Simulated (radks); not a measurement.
The numbers below are computed, except where a source is named.
Problem. The mean radii <r> (bohr) of the occupied orbitals of an atom or ion are listed with their occupations. Level of theory: scalar-relativistic Kohn-Sham, LDA (Slater exchange, VWN5 correlation), spin-polarised, spherical densities, finite nucleus; Fermi nuclear charge, rms radius of each element as measured or else 0.836 A^(1/3) + 0.57 fm (a radial shooting solver on a logarithmic mesh with Libxc functionals).

orbital  occ.      <r>
1s up       1  0.01607
1s down     1  0.01607
2s up       1  0.06765
2s down     1  0.06765
2p up       3  0.06144
2p down     3  0.06144
3s up       1   0.1746
3s down     1   0.1746
3p up       3   0.1764
3p down     3   0.1764
3d up       5   0.1598
3d down     5   0.1598
4s up       1   0.3835
4s down     1   0.3834
4p up       3   0.4084
4p down     3   0.4082
4d up       5   0.4275
4d down     5   0.4269
4f up       7   0.4406
4f down     7   0.4388
5s up       1   0.7948
5s down     1   0.7930
5p up       3   0.8666

Name the element and its charge. Open shells, if any, are filled with parallel spins first.

Solution. Z = 82, lead, charge +17: Pb17+ in [Kr] 4d10 4f14 5s2 5p3. The 1s radius gives Z: for a bare nucleus <r> = (2 gamma + 1)/(2Z) with gamma = sqrt(1 - (Z/c)^2), 0.01587 bohr for Z = 82, and screening makes it slightly larger (0.01607 here). The occupations add up to 65, and the charge is Z minus that.
